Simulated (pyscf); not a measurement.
**`[F][CH2][SiH3]`, singlet**

Gas-phase minimum from PySCF at ωB97X-D3(BJ)/def2-SVP, one conformer. 

```
Si
H 1 1.4893
H 1 1.4893 2 109.49
H 1 1.4932 2 109.64 3 -120.31
C 1 1.9009 2 109.63 3 120.34
F 5 1.3899 1 109.16 2 -59.96
H 5 1.1049 6 108.90 1 -121.65
H 5 1.1049 7 107.26 6 117.73
```
Charge 0, spin multiplicity 1.

Properties at ωB97X-D3(BJ)/def2-SVP:

| Item | Value |
|---|---|
| Harmonic wavenumbers, unscaled | 172, 234, 504, 593, 757, 869, 940, 957, 962, 1093, 1252, 1330, 1469, 2254, 2273, 2275, 3064, 3125 cm⁻¹ |
| Zero-point energy | 34.5 kcal/mol |
| Rotational symmetry number | 1 |
| Entropy of this conformer at 298 K and 1 atm, rigid rotor and harmonic oscillator, modes under 100 cm⁻¹ raised to 100 | 286.2 J/(mol K) |
| Dipole moment | 1.61 D |

Single-point totals, which compare only within one level (frozen core for MP2 and CC):

```tsv
level	total energy (hartree)
ωB97X-D3(BJ)/def2-TZVP	-430.55401
PBE/def2-TZVP	-430.18617
r²SCAN/def2-TZVP	-430.39768
B3LYP-D3(BJ)/def2-TZVP	-430.53198
PBE0-D3(BJ)/def2-TZVP	-430.22746
M06-2X/def2-TZVP	-430.41135
ωB97M-D3(BJ)/def2-TZVP	-430.56001
HF/def2-TZVPP	-429.20117
MP2/def2-TZVPP	-429.75429
CCSD/def2-TZVPP	-429.79049
CCSD(T)/def2-TZVPP	-429.80890
```

Soft torsions are taken as harmonic, which can shift the entropy by several J/(mol K). The CCSD(T) − MP2 part came from Ansatz, without density fitting, on the same reference.
